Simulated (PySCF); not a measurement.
Two species compared at the same levels of theory.

First species: Sn(CN)H3, CH₃NSn.
SMILES: `[H][Sn]([H])([H])[C]#N`

Second species: C₅H₃F₅O.
SMILES: `FC1=C[C@](F)(C(F)(F)F)OC1`

Levels: wB97X-D/def2-SVPD for dipole moment, HOMO energy, LUMO energy, HOMO–LUMO gap and static isotropic polarisability; TDDFT wB97X-D/def2-SVPD for lowest singlet excitation; TDA wB97X-D/def2-SVPD for lowest triplet excitation (Tamm–Dancoff); PBE0-D3(BJ)/def2-SVP for rotational constant A and rotational constant C. Geometries: PBE0-D3(BJ)/def2-SVP. Each structure is a single optimised conformer of the isolated species (atoms past krypton carry core potentials, spin–orbit coupling is left out). Electronic properties by PySCF.

Dipoles, sizes and rotational constants follow the conformer. The torsions of the flexible species, by atom-mapped SMILES:
- `[F:1][C:2]1=[CH:3][C@:4]([F:5])([C:6]([F:7])([F:8])[F:9])[O:10][CH2:11]1`: C3–C4–C6–F7 59°

(1) Which has the higher T1 energy?

(2) Which of the two has the higher S1 energy, and by how much?

(3) Which of the two has the higher HOMO energy, and by how much?

(4) Which has the higher HOMO–LUMO gap?

(5) Which of the two has the higher rotational constant A, and by how much?

(6) Which has the higher LUMO energy?

(7) Which has the higher rotational constant C?

(8) Which has the higher static isotropic polarisability?

Results:

(1) The first: 6.00 eV against 4.64 eV, a difference of 1.36 eV.

(2) The second: 7.34 eV against 7.17 eV, a difference of 0.17 eV.

(3) The second: -10.37 eV against -11.42 eV, a difference of 1.05 eV.

(4) The first: 12.36 eV against 11.45 eV, a difference of 0.91 eV.

(5) The first: 62.506 GHz against 2.061 GHz, a difference of 60.445 GHz.

(6) The second: 1.08 eV against 0.94 eV, a difference of 0.14 eV.

(7) The first: 2.859 GHz against 0.761 GHz, a difference of 2.098 GHz.

(8) The second: 63.1 au against 54.3 au, a difference of 8.8 au.

On the first: The polarisability is 8.05 Å³ as a volume (1 au = 0.148185 Å³). In atomic units the dipole is 1.73 e·bohr (1 au = 2.5417 D). Atoms past krypton carry effective core potentials; spin–orbit coupling is left out.

On the second: In atomic units the dipole is 1.09 e·bohr (1 au = 2.5417 D). The polarisability is 9.35 Å³ as a volume (1 au = 0.148185 Å³), or 0.73 au for each of the 86 electrons.
